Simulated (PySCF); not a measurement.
C5H9N, SMILES C#C[C@@H](C)CN.

Geometry: PBE0-D3(BJ)/def2-SVP. The structure was generated by enumeration; whether it is a known compound was not checked. One conformer was computed; it need not be the lowest.

Vertical ionisation energy (IE) and electron affinity (EA) in eV. Rows of orbital energies are one-electron estimates. Where ΔSCF, EOM or ADC give a negative EA the extra electron is unbound and the value depends on the basis.

| level | IE | EA |
|---|---|---|
| −ε(HOMO), −ε(LUMO), HF/def2-TZVP (PySCF) | [?] | [?] |
| −ε(HOMO), −ε(LUMO), PBE/def2-TZVP (PySCF) | 5.43 | 0.07 |

Q: What belongs in the gaps? (An estimate is asked for; the answer gives what the named calculation found.)

A: 
- −ε(HOMO), −ε(LUMO), HF/def2-TZVP (PySCF), IE: 10.30
- −ε(HOMO), −ε(LUMO), HF/def2-TZVP (PySCF), EA: -3.56
